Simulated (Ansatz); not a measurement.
ClH$_{7}$N$_{2}$Si$_{2}$, SMILES `N[Si](N)([SiH3])Cl`, relaxed with RKS PBE0-D4/def2-TZVP in Ansatz 0.2.0 from a PBE-D4/def2-SVP geometry. The force threshold is 0.005 eV/Å; the program also tests the step.

Total charge 0; spin multiplicity 1.

Start:

```xyz
12

N    -1.088    1.041   -1.056
Si   -0.529   -0.140    0.075
N    -0.901    0.488    1.648
Si    1.709   -0.647   -0.446
Cl   -1.512   -2.014    0.054
H    -2.041    1.401   -0.943
H    -0.841    0.952   -2.044
H    -0.965   -0.165    2.432
H    -0.489    1.379    1.937
H     2.594    0.563   -0.276
H     1.856   -1.137   -1.864
H     2.208   -1.721    0.483
```

```
         step  energy (eV)  largest force (eV/Å)  largest move (Å)
            1  -31363.4713                 0.621             0.000
            2  -31363.5207                 0.306             0.047
            3  -31363.5271                 0.147             0.031
            4  -31363.5298                 0.099             0.017
 5 (rejected)  -31363.5279                 0.227             0.087
            6  -31363.5322                 0.045             0.033
            7  -31363.5324                 0.057             0.032
            8  -31363.5326                 0.010             0.019
            9  -31363.5327                 0.004             0.013
10 (rejected)  -31363.5327                 0.012             0.019
           11  -31363.5327                 0.003             0.009
           12  -31363.5327                 0.003             0.008
```

End:

```xyz
12

N    -1.087    0.990   -1.044
Si   -0.521   -0.148    0.087
N    -0.872    0.483    1.633
Si    1.704   -0.647   -0.447
Cl   -1.494   -1.990    0.091
H    -2.011    1.382   -0.941
H    -0.806    0.942   -2.009
H    -0.980   -0.131    2.422
H    -0.533    1.394    1.898
H     2.577    0.543   -0.237
H     1.829   -1.066   -1.872
H     2.194   -1.752    0.419
```

Run time 57 s (4 threads of an Arm Neoverse V1 on a shared host); peak host memory 0.65 GiB.
